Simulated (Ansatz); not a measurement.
Ansatz (a quantum-chemistry and plane-wave program) input:

Ansatz 0.2 input:
```yaml
crystal:
  periodic: [false, false, false]
  atoms:
    - {symbol: Cr, position_ang: [-0.00000000, -0.00000000, -1.40493801]}
    - {symbol: Br, position_ang: [0.00000000, 0.00000000, 0.96338606]}
basis:
  gaussian:
    orbitals: def2-TZVP
hamiltonian:
  xc: {name: SVWN5}
magnetization: {spin_polarized: true, initial_magnetization: 5}
relax: {f_tol: 0.003, max_steps: 100}
```

Predict the final energy.

-3612.87052 Eh (SVWN5/def2-TZVP). The basis has 93 functions.

The spin state was set by rule; other spins were not relaxed.
